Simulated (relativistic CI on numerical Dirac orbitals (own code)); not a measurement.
**Slater and spin-orbit integrals, Bi LXXIV**

Computed by Dirac-Coulomb-Breit CI, separate exchange-only KLI orbitals for each configuration, model QED, unscaled Slater integrals (own radial code, finite nucleus).

Slater integrals F^k, G^k are unscaled and averaged over j, outside the closed core 1s2; ζ comes from projecting the Hamiltonian with its Breit term on Σ l·s of the shell.

- 2s²2p⁵3s: ζ(2p) = 1.2751e+07, G^1(2p,3s) = 174660 cm⁻¹; <r>(2p) = 0.05848, <r^2>(2p) = 0.0042, <r>(3s) = 0.1555, <r^2>(3s) = 0.02771 (bohr units).
- 2s²2p⁵3p: ζ(2p) = 1.2749e+07, F^2(2p,3p) = 453730, G^0(2p,3p) = 185690, G^2(2p,3p) = 199510, ζ(3p) = 3.5557e+06 cm⁻¹; <r>(2p) = 0.0585, <r^2>(2p) = 0.004204, <r>(3p) = 0.1533, <r^2>(3p) = 0.02731 (bohr units).
- 2s²2p⁵3d: ζ(2p) = 1.2759e+07, F^2(2p,3d) = 578330, G^1(2p,3d) = 542400, G^3(2p,3d) = 313390, ζ(3d) = 486260 cm⁻¹; <r>(2p) = 0.0585, <r^2>(2p) = 0.004204, <r>(3d) = 0.1357, <r^2>(3d) = 0.0212 (bohr units).

Averages of the first 10 configurations, taken without configuration mixing, which lowers the lowest level and can move excited configurations by several eV; other configurations of the list can lie among them:

```
Configuration  Parity  States  Average energy above the lowest level (eV)
       2s²2p⁶    even       1                                         1.0
     2s²2p⁵3s     odd      12                                     11289.2
     2s²2p⁵3p    even      36                                     11910.1
     2s²2p⁵3d     odd      60                                     12413.1
      2s2p⁶3s    even       4                                     13461.6
      2s2p⁶3p     odd      12                                     14075.2
      2s2p⁶3d    even      20                                     14578.3
     2s²2p⁵4s     odd      12                                     15683.8
     2s²2p⁵4p    even      36                                     15938.8
     2s²2p⁵4d     odd      60                                     16141.4
```
